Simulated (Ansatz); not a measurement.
# Energy profile

The step: SiH₂ + H₂ → SiH₄; bonds formed: Si1–H3; dative contacts that become bonds: Si1–H2; bonds broken: H2–H3 (atoms numbered as in the saddle structure below).

```
5
angstrom
Si 0.2277 0.6050 -0.0673
H -0.0345 -0.3867 -1.1951
H -0.3204 -0.9287 -0.2213
H -1.0716 0.7711 0.6401
H 1.1988 -0.0607 0.8436
```

Electronic energies by CCSD(T) at an estimated basis limit (MP2 extrapolated from triple and quadruple zeta, plus CCSD(T) − MP2 in triple zeta), on PBE0-D4/def2-TZVP structures; SiH$_{4}$, closed shell; no counterpoise correction. Computed with Ansatz 0.2.0 (basis: def2-TZVPP and def2-QZVPP); correlated methods freeze the cores. Extrapolation: Hartree–Fock as exp(−7.88 √X), correlation as X^−2.97.

(1) Give the profile in eV, counted from the separated reactants. (Judge from chemistry; the value comes from the calculation.)

No T1 diagnostic of these runs exceeds 0.016. The restricted Hartree–Fock reference is unstable towards an unrestricted one at one or more of these structures.

Answers

(1) Computed:
```json
{"point": "separated: SiH$_{2}$ (Si1, H4, H5; singlet) + H$_{2}$ (H2, H3; singlet)", "eV": "0.000"}
{"point": "start structure", "eV": "-0.328"}
{"point": "saddle", "eV": "-0.069"}
{"point": "end structure", "eV": "-2.653"}
```
The saddle lies below the separated reactants: the barrier is submerged.

Losses and insertions of silylenes and their heavier kin drive the gas-phase chemistry of silicon and germanium vapour deposition.

For scale, one of the runs: CCSD(T)/def2-TZVPP, 98 basis functions, launched by `ansatz run in.yaml --threads 2 --pin off --events-out ev --progress --plain --max-ram 4352MiB`. The run took about 1 s on 2 CPU threads of an Arm Neoverse V1 (shared host).
